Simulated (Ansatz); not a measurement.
Born–Oppenheimer molecular dynamics of a periodic cell of 17 atoms, AlSi16 (host Si, host structure diamond, interstitial Al). It starts from a relaxed structure.

All numbers below come from DFT PBE-D3(BJ), scalar-relativistic, plane waves, PAW (Ansatz). Settings: accuracy low, PAW set soft_1, cutoff 420 eV, k mesh 2x2x2, fermi-dirac smearing 0.05 eV, spin collinear.

```
ensemble        : NVT, Langevin thermostat
time step       : 2 fs
steps asked     : 190
set temperature : 1200 K
friction        : 0.01 /fs
seed            : 871513
```

Frames 4 fs apart, positions in Å, forces in eV/Å.

Velocities at 240 fs (Å/ps):

```
Si -7.73 0.77 -8.76
Si -3.49 0.53 -3.21
Si 4.97 -1.59 4.09
Si 1.46 1.94 4.16
Si 3.44 1.87 5.10
Si -5.15 2.34 -7.46
Si 6.84 2.90 -20.67
Si -0.70 -5.36 -0.04
Si -2.55 4.33 -1.36
Si -6.37 -9.75 -1.12
Si -1.15 -0.16 10.51
Si -4.46 -2.54 3.23
Si -0.87 -4.96 4.93
Si 1.05 1.57 1.23
Si 2.25 -10.24 -0.44
Si 3.07 -0.79 -6.32
Al -6.32 -5.72 3.47
```

```xyz
17
Lattice="0.0000 5.4300 5.4300 5.4300 0.0000 5.4300 5.4300 5.4300 0.0000" Properties=species:S:1:pos:R:3:forces:R:3 time_fs=240 energy_less_start_eV=3.534 T=978
Si -0.201 0.049 -0.769 -1.20 0.90 0.73
Si 1.013 1.602 1.195 -0.82 1.56 0.93
Si 2.397 3.341 0.122 -1.62 -1.65 -0.03
Si 4.051 4.429 1.030 2.24 -0.06 0.50
Si 2.670 0.068 2.448 -1.48 -0.18 1.45
Si 3.613 1.707 3.797 1.43 0.02 -0.35
Si 5.288 2.765 2.366 -0.71 0.74 1.01
Si 6.402 4.214 4.013 1.50 -0.87 -3.09
Si -0.334 2.627 2.795 0.54 0.63 0.62
Si 1.450 3.929 4.008 -0.89 -1.78 -1.94
Si 2.941 5.330 2.797 -0.81 1.47 0.72
Si 3.706 7.160 4.535 0.54 -1.06 -1.72
Si 2.704 2.825 5.636 -0.82 -1.48 -0.05
Si 4.216 4.175 6.683 0.00 0.13 0.69
Si 5.319 5.611 5.248 -0.59 1.56 1.70
Si 6.731 6.581 6.932 0.75 0.58 -0.59
Al 2.128 5.488 5.510 1.92 -0.52 -0.58
17
Lattice="0.0000 5.4300 5.4300 5.4300 0.0000 5.4300 5.4300 5.4300 0.0000" Properties=species:S:1:pos:R:3:forces:R:3 time_fs=244 energy_less_start_eV=3.425 T=1113
Si -0.235 0.057 -0.805 -0.88 0.68 0.80
Si 0.995 1.610 1.183 -0.77 1.49 0.91
Si 2.417 3.330 0.142 -1.76 -1.47 -0.17
Si 4.067 4.441 1.046 1.92 0.26 0.41
Si 2.678 0.074 2.465 -1.64 -0.39 1.15
Si 3.594 1.718 3.763 1.60 0.45 -0.21
Si 5.313 2.781 2.287 -0.86 0.55 1.50
Si 6.403 4.185 4.007 1.72 -0.99 -3.03
Si -0.335 2.648 2.792 0.43 0.33 0.73
Si 1.420 3.880 4.003 -0.59 -1.19 -1.49
Si 2.928 5.336 2.841 -0.79 1.21 0.37
Si 3.688 7.142 4.537 0.84 -1.15 -1.71
Si 2.698 2.798 5.656 -0.59 -1.24 -0.30
Si 4.221 4.185 6.695 -0.26 -0.02 0.60
Si 5.329 5.575 5.245 -0.73 1.89 1.59
Si 6.740 6.578 6.907 0.80 0.35 -0.47
Al 2.112 5.469 5.523 1.57 -0.75 -0.69
17
Lattice="0.0000 5.4300 5.4300 5.4300 0.0000 5.4300 5.4300 5.4300 0.0000" Properties=species:S:1:pos:R:3:forces:R:3 time_fs=248 energy_less_start_eV=3.166 T=1222
Si -0.280 0.074 -0.834 -0.32 0.40 0.80
Si 0.968 1.621 1.176 -0.58 1.21 0.71
Si 2.428 3.323 0.165 -1.50 -1.28 -0.11
Si 4.104 4.463 1.063 1.20 0.40 0.20
Si 2.668 0.075 2.480 -1.72 -0.55 0.96
Si 3.582 1.732 3.727 1.55 0.79 -0.10
Si 5.327 2.803 2.218 -0.72 0.21 1.86
Si 6.419 4.147 3.995 1.58 -0.68 -2.76
Si -0.326 2.675 2.796 0.08 0.04 0.69
Si 1.388 3.821 3.984 -0.08 -0.39 -0.80
Si 2.911 5.345 2.877 -0.77 0.87 0.05
Si 3.674 7.122 4.532 1.05 -1.06 -1.60
Si 2.696 2.758 5.676 -0.38 -0.87 -0.62
Si 4.218 4.197 6.701 -0.49 -0.27 0.66
Si 5.338 5.549 5.254 -0.57 1.84 1.13
Si 6.756 6.572 6.888 0.65 0.23 -0.28
Al 2.110 5.450 5.528 1.00 -0.89 -0.78
17
Lattice="0.0000 5.4300 5.4300 5.4300 0.0000 5.4300 5.4300 5.4300 0.0000" Properties=species:S:1:pos:R:3:forces:R:3 time_fs=252 energy_less_start_eV=2.944 T=1372
Si -0.319 0.097 -0.853 0.20 0.15 0.80
Si 0.941 1.637 1.178 -0.34 0.76 0.45
Si 2.421 3.307 0.186 -0.98 -1.02 0.01
Si 4.140 4.494 1.077 0.35 0.41 -0.02
Si 2.651 0.067 2.499 -1.71 -0.59 0.86
Si 3.577 1.747 3.693 1.37 0.98 -0.10
Si 5.340 2.824 2.156 -0.50 -0.16 2.11
Si 6.444 4.108 3.972 1.23 -0.17 -2.34
Si -0.308 2.705 2.804 -0.57 -0.32 0.41
Si 1.345 3.760 3.958 0.79 0.51 0.02
Si 2.886 5.359 2.908 -0.74 0.50 -0.29
Si 3.664 7.106 4.511 1.16 -0.91 -1.35
Si 2.686 2.703 5.687 -0.08 -0.36 -0.93
Si 4.205 4.205 6.704 -0.69 -0.58 0.77
Si 5.341 5.529 5.274 -0.32 1.54 0.39
Si 6.770 6.560 6.863 0.43 0.16 0.04
Al 2.117 5.423 5.538 0.39 -0.90 -0.84
17
Lattice="0.0000 5.4300 5.4300 5.4300 0.0000 5.4300 5.4300 5.4300 0.0000" Properties=species:S:1:pos:R:3:forces:R:3 time_fs=256 energy_less_start_eV=2.927 T=1387
Si -0.356 0.118 -0.869 0.62 -0.13 0.88
Si 0.914 1.663 1.190 -0.03 0.10 0.13
Si 2.405 3.281 0.215 -0.42 -0.74 -0.03
Si 4.166 4.530 1.097 -0.32 0.40 -0.23
Si 2.629 0.051 2.518 -1.63 -0.47 0.78
Si 3.587 1.757 3.665 1.02 1.05 -0.15
Si 5.348 2.845 2.112 -0.26 -0.47 2.23
Si 6.472 4.074 3.948 0.91 0.24 -1.85
Si -0.290 2.730 2.806 -1.53 -0.72 0.05
Si 1.296 3.702 3.941 1.87 1.34 0.83
Si 2.858 5.381 2.941 -0.74 0.07 -0.62
Si 3.653 7.081 4.480 1.24 -0.59 -0.99
Si 2.673 2.639 5.697 0.35 0.32 -1.31
Si 4.182 4.207 6.712 -0.75 -0.76 0.71
Si 5.346 5.519 5.291 -0.22 1.14 -0.14
Si 6.789 6.556 6.842 0.03 -0.03 0.41
Al 2.117 5.393 5.538 -0.14 -0.75 -0.68
17
Lattice="0.0000 5.4300 5.4300 5.4300 0.0000 5.4300 5.4300 5.4300 0.0000" Properties=species:S:1:pos:R:3:forces:R:3 time_fs=260 energy_less_start_eV=3.074 T=1328
Si -0.387 0.142 -0.882 0.98 -0.46 1.01
Si 0.886 1.691 1.206 0.33 -0.66 -0.28
Si 2.386 3.251 0.246 0.07 -0.45 -0.26
Si 4.192 4.569 1.115 -0.88 0.37 -0.31
Si 2.603 0.037 2.544 -1.44 -0.30 0.51
Si 3.615 1.767 3.635 0.57 1.07 -0.16
Si 5.360 2.868 2.086 -0.05 -0.76 2.14
Si 6.499 4.044 3.910 0.66 0.56 -1.16
Si -0.272 2.751 2.801 -2.47 -0.98 -0.15
Si 1.265 3.656 3.939 2.67 1.90 1.43
Si 2.820 5.403 2.979 -0.60 -0.38 -1.04
Si 3.649 7.058 4.445 1.30 -0.17 -0.53
Si 2.661 2.574 5.696 0.89 1.00 -1.68
Si 4.152 4.198 6.724 -0.72 -0.71 0.48
Si 5.355 5.512 5.306 -0.28 0.65 -0.49
Si 6.813 6.544 6.823 -0.51 -0.21 0.81
Al 2.115 5.363 5.529 -0.51 -0.48 -0.31
17
Lattice="0.0000 5.4300 5.4300 5.4300 0.0000 5.4300 5.4300 5.4300 0.0000" Properties=species:S:1:pos:R:3:forces:R:3 time_fs=264 energy_less_start_eV=3.256 T=1236
Si -0.403 0.161 -0.890 1.14 -0.67 1.15
Si 0.867 1.708 1.227 0.67 -1.36 -0.68
Si 2.374 3.223 0.276 0.39 -0.24 -0.60
Si 4.204 4.606 1.140 -1.12 0.29 -0.39
Si 2.578 0.028 2.575 -1.23 -0.02 0.20
Si 3.649 1.788 3.607 0.19 0.90 -0.19
Si 5.378 2.887 2.072 0.02 -0.89 1.88
Si 6.525 4.013 3.867 0.45 0.85 -0.31
Si -0.265 2.766 2.792 -2.94 -0.96 -0.04
Si 1.255 3.623 3.950 2.84 1.99 1.52
Si 2.778 5.422 3.011 -0.42 -0.78 -1.39
Si 3.654 7.038 4.407 1.29 0.27 -0.01
Si 2.651 2.520 5.677 1.40 1.56 -1.85
Si 4.109 4.188 6.742 -0.53 -0.54 0.13
Si 5.356 5.513 5.317 -0.33 0.13 -0.66
Si 6.841 6.534 6.811 -1.10 -0.43 1.02
Al 2.117 5.324 5.505 -0.71 -0.10 0.20
17
Lattice="0.0000 5.4300 5.4300 5.4300 0.0000 5.4300 5.4300 5.4300 0.0000" Properties=species:S:1:pos:R:3:forces:R:3 time_fs=268 energy_less_start_eV=3.351 T=1233
Si -0.413 0.173 -0.887 1.13 -0.71 1.21
Si 0.858 1.710 1.239 0.83 -1.87 -0.89
Si 2.369 3.190 0.300 0.63 -0.03 -0.89
Si 4.201 4.645 1.167 -1.19 0.12 -0.45
Si 2.545 0.019 2.609 -0.85 0.43 -0.18
Si 3.682 1.819 3.583 -0.08 0.52 -0.21
Si 5.390 2.905 2.065 0.08 -0.92 1.55
Si 6.559 3.989 3.829 0.13 0.94 0.51
Si -0.273 2.771 2.779 -2.76 -0.71 0.34
Si 1.261 3.595 3.978 2.28 1.70 1.00
Si 2.732 5.434 3.025 -0.17 -1.03 -1.51
Si 3.666 7.027 4.372 1.24 0.48 0.39
Si 2.644 2.481 5.636 1.79 1.86 -1.68
Si 4.062 4.182 6.766 -0.32 -0.32 -0.26
Si 5.361 5.515 5.328 -0.42 -0.30 -0.70
Si 6.870 6.526 6.803 -1.59 -0.46 1.02
Al 2.120 5.284 5.471 -0.74 0.29 0.75
17
Lattice="0.0000 5.4300 5.4300 5.4300 0.0000 5.4300 5.4300 5.4300 0.0000" Properties=species:S:1:pos:R:3:forces:R:3 time_fs=272 energy_less_start_eV=3.461 T=1150
Si -0.423 0.178 -0.880 1.07 -0.58 1.13
Si 0.849 1.700 1.247 0.96 -2.18 -1.06
Si 2.373 3.157 0.309 0.79 0.10 -1.06
Si 4.195 4.687 1.183 -1.14 -0.20 -0.36
Si 2.505 0.009 2.642 -0.30 1.07 -0.60
Si 3.706 1.854 3.564 -0.23 0.06 -0.26
Si 5.404 2.919 2.066 0.08 -0.76 1.20
Si 6.599 3.976 3.797 -0.35 0.71 1.23
Si -0.283 2.771 2.763 -2.17 -0.31 0.90
Si 1.287 3.574 4.021 1.15 1.13 -0.09
Si 2.691 5.441 3.026 0.09 -1.18 -1.49
Si 3.686 7.018 4.333 1.12 0.52 0.76
Si 2.645 2.456 5.595 2.12 1.86 -1.27
Si 4.013 4.175 6.787 -0.11 -0.17 -0.51
Si 5.359 5.507 5.345 -0.40 -0.47 -0.70
Si 6.900 6.525 6.798 -2.03 -0.45 0.87
Al 2.119 5.240 5.440 -0.63 0.84 1.30
17
Lattice="0.0000 5.4300 5.4300 5.4300 0.0000 5.4300 5.4300 5.4300 0.0000" Properties=species:S:1:pos:R:3:forces:R:3 time_fs=276 energy_less_start_eV=3.592 T=1082
Si -0.429 0.180 -0.864 0.98 -0.36 1.00
Si 0.854 1.682 1.249 0.80 -2.31 -0.94
Si 2.373 3.125 0.320 1.00 0.24 -1.24
Si 4.179 4.723 1.197 -0.98 -0.56 -0.30
Si 2.461 0.003 2.669 0.32 1.76 -1.11
Si 3.726 1.888 3.542 -0.29 -0.40 -0.26
Si 5.413 2.927 2.079 0.11 -0.55 0.81
Si 6.638 3.968 3.774 -0.89 0.25 1.89
Si -0.300 2.770 2.753 -1.42 -0.14 1.24
Si 1.321 3.558 4.066 -0.12 0.65 -1.41
Si 2.663 5.436 3.004 0.28 -1.18 -1.11
Si 3.712 7.004 4.301 0.84 0.41 1.00
Si 2.652 2.446 5.544 2.28 1.41 -0.43
Si 3.972 4.162 6.808 0.03 0.03 -0.70
Si 5.353 5.497 5.354 -0.32 -0.58 -0.62
Si 6.918 6.523 6.793 -2.20 -0.15 0.50
Al 2.120 5.194 5.422 -0.41 1.47 1.66
17
Lattice="0.0000 5.4300 5.4300 5.4300 0.0000 5.4300 5.4300 5.4300 0.0000" Properties=species:S:1:pos:R:3:forces:R:3 time_fs=280 energy_less_start_eV=3.726 T=926
Si -0.432 0.180 -0.840 0.89 -0.12 0.84
Si 0.870 1.648 1.245 0.45 -2.22 -0.59
Si 2.378 3.090 0.326 1.19 0.36 -1.32
Si 4.158 4.753 1.214 -0.72 -0.93 -0.30
Si 2.426 0.008 2.696 0.79 2.23 -1.58
Si 3.739 1.921 3.516 -0.26 -0.82 -0.20
Si 5.423 2.932 2.109 0.15 -0.32 0.39
Si 6.672 3.962 3.771 -1.31 -0.16 2.36
Si -0.318 2.768 2.747 -0.65 -0.16 1.29
Si 1.351 3.554 4.108 -1.40 0.36 -2.72
Si 2.640 5.420 2.973 0.43 -1.06 -0.53
Si 3.740 6.989 4.281 0.49 0.22 1.04
Si 2.667 2.446 5.487 2.31 0.64 0.69
Si 3.935 4.143 6.817 0.17 0.26 -0.75
Si 5.338 5.486 5.352 -0.12 -0.63 -0.42
Si 6.922 6.525 6.795 -2.22 0.26 -0.06
Al 2.132 5.158 5.422 -0.19 2.09 1.86
17
Lattice="0.0000 5.4300 5.4300 5.4300 0.0000 5.4300 5.4300 5.4300 0.0000" Properties=species:S:1:pos:R:3:forces:R:3 time_fs=284 energy_less_start_eV=3.790 T=910
Si -0.425 0.176 -0.800 0.84 0.11 0.62
Si 0.888 1.603 1.234 0.04 -1.90 -0.21
Si 2.386 3.060 0.332 1.29 0.41 -1.34
Si 4.139 4.780 1.232 -0.46 -1.28 -0.28
Si 2.399 0.025 2.709 1.05 2.42 -1.83
Si 3.751 1.942 3.494 -0.27 -1.20 -0.07
Si 5.425 2.937 2.156 0.26 -0.06 -0.07
Si 6.701 3.963 3.779 -1.52 -0.40 2.66
Si -0.337 2.763 2.745 0.03 -0.25 1.09
Si 1.370 3.561 4.140 -2.32 0.16 -3.57
Si 2.617 5.397 2.947 0.51 -0.82 0.01
Si 3.771 6.975 4.267 0.06 -0.02 1.04
Si 2.692 2.444 5.444 2.20 0.04 1.53
Si 3.904 4.128 6.820 0.33 0.36 -0.68
Si 5.323 5.472 5.350 0.13 -0.61 -0.26
Si 6.913 6.537 6.804 -2.16 0.53 -0.50
Al 2.146 5.135 5.433 -0.01 2.50 1.86
```

Of the whole run (380 fs, mean temperature of the second half 1100 K): A run of 0.38 ps of so small a system gives no equilibrium averages. Limits of this set-up: coarse k mesh, a small cell, in which the defect meets its images, low accuracy level.

Run time: 14 min on 1 thread of Intel(R) Xeon(R) Platinum 8488C (Sapphire Rapids), on a shared host, peak memory 0.68 GiB.
